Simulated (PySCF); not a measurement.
C5H7N, SMILES C#CC/C=N/C.

Geometry: PBE-D3(BJ)/def2-SVP. The structure was generated by enumeration; whether it is a known compound was not checked. Other conformers were not sampled.

Two levels are set side by side: TDA-PBE/def2-SVPD (PySCF) and TDA-LC-ωPBE/def2-SVPD (PySCF). Vertical, same geometry. The lowest singlet is HOMO→LUMO 97 % with PBE and HOMO→LUMO 80 % with the other functional; states are paired by order. Differences are taken from unrounded values.

| quantity | TDA-LC-ωPBE |
|---|---|
| lowest singlet excitation (eV) | 5.29 |
| lowest triplet excitation (TDA) (eV) | 4.34 |

Task: What does TDA-PBE give, and how far is it from TDA-LC-ωPBE? (An estimate is asked for; the answer gives what the named calculation found.)

Result: 
| quantity | TDA-PBE | TDA-PBE minus TDA-LC-ωPBE |
|---|---|---|
| lowest singlet excitation (eV) | 4.83 | -0.46 |
| lowest triplet excitation (TDA) (eV) | 4.05 | -0.29 |

Functionals without exact exchange tend to place singlet excitations lower, as here. Differences between two approximate levels are no errors against the true value.

Rough cost on one machine, each run with all the roots and properties that it gave: TDA-LC-ωPBE against TDA-PBE about 3 times.
